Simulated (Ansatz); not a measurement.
Reaction (ligand exchange at a Zr–Cl bond): `C[NH][Zr]([Cl])([NH]C)[NH]C` + dimethylamine → `C[NH][Zr]([NH]C)([NH]C)[N](C)C` + HCl

Computed with Ansatz on PBE0-D4/def2-TZVP structures; ΔE is electronic, products minus reactants. CBS: MP2 limit from def2 TZ/QZ plus the TZ coupled-cluster correction, frozen cores. This one scheme is used for every species. DFT in def2-TZVPP. HSE06 is defined as in plane-wave codes. def2 core potentials past Kr. For Zr outer-core shells are correlated without core-valence functions, which leaves a few kJ/mol of doubt a bond. Each species was taken in one conformer, which may not be the lowest.

```
           level  ΔE (kJ/mol)
          B97M-V        133.0
        HSE06-D4        128.9
        PBE-QIDH        132.9
          revPBE        134.9
          r2SCAN        134.8
    MP2/def2-SVP        120.6
CCSD(T)/def2-SVP        118.2
   HF/def2-TZVPP        157.6
```

Task: What does CCSD(T)/CBS give? (Estimate.)

Result: The calculation gave: +123.3 kJ/mol. The listed levels differ from it by 9.7, 5.6, 9.6, 11.6, 11.5, -2.7, -5.1, 34.3 kJ/mol.

Largest T1 diagnostic among the species: 0.016.

From PBE to PBE0 (25 % exact exchange), in def2-TZVPP and without D4, ΔE moves by +6.5 kJ/mol. Leaving LDA and LC-ωPBE aside and taking each functional with its dispersion term where it has one, the values, not all of them listed here, spread over 16.8 kJ/mol, from revPBE-D4 to r2SCAN0-D4. LDA lies −11.0 kJ/mol from PBE without D4. The D4 term adds −13.2 kJ/mol with B3LYP and −8.5 kJ/mol with PBE0; it sums over pairs of atoms, weighted by their polarisabilities, and B3LYP, whose exchange is more repulsive, gets the larger term.

CCSD(T)/CBS has its own doubt, a few kJ/mol and more with outer-core shells, so smaller differences from it don't rank the levels.

B3LYP here is the variant with VWN-RPA as its local correlation; programs differ in this.
